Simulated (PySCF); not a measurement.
SiBrF3, SMILES F[Si](F)(F)Br. Heavy atoms are numbered as in [F:1][Si:2]([F:3])([F:4])[Br:5].

The structure is a stationary point at r2SCAN-D4/def2-SVP.

These are PBE0/pcSseg-1 run with PySCF values and carry that method's errors.

GIAO shieldings, no solvent; atoms alike by connectivity are averaged. δ = σ(ref) − σ: ¹⁹F against CFCl3 (σ = 167.2 ppm); ²⁹Si against TMS (σ = 352.7 ppm), references at their B3LYP-D3(BJ)/def2-TZVP geometries, non-relativistic (without spin–orbit terms, shifts of atoms bonded to Cl or Br come out too high).

| nucleus | atoms | count | δ (ppm) |
|---|---|---|---|
| ¹⁹F | F1 | 3 | -128.6 |
| ²⁹Si | Si2 | 1 | -57.0 |
